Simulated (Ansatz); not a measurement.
An input meant for CeCl3 (charge 0, doublet; atoms displaced at random, 0.15 Å in each coordinate).

```yaml
crystal:
  periodic: [false, false, false]
  atoms:
    - {symbol: Ce, position_ang: [0.032158, 0.278157, 0.524327]}
    - {symbol: Cl, position_ang: [2.303283, -0.104372, -0.191347]}
    - {symbol: Cl, position_ang: [-1.163130, 1.997694, -0.239126]}
    - {symbol: Cl, position_ang: [-1.268467, -2.152813, -0.061230]}
basis:
  gaussian: {orbitals: def2-mTZVP, fitting: {mean_field: cc-pVTZ-jkfit}}
magnetization: {spin_polarized: true, initial_magnetization: 1}
hamiltonian: {xc: {name: BLYP}, dispersion: d3bjatm}
scf: {omitted_lower_state_checks: [starts]}
output: {forces: true}
```

```sh
$ ansatz run in.yaml --threads 4 --pin off --events-out ev --progress --plain --max-ram 8704MiB
```

It prints (some lines left out):

```
Functional definition: BLYP
Error: [file] the basis set cc-pVTZ-JKFIT has no functions for Ce
```

In the def2 sets Ce takes a core potential; there is no spin–orbit coupling. With an open 4f shell the SCF may have ended on a state above the lowest.
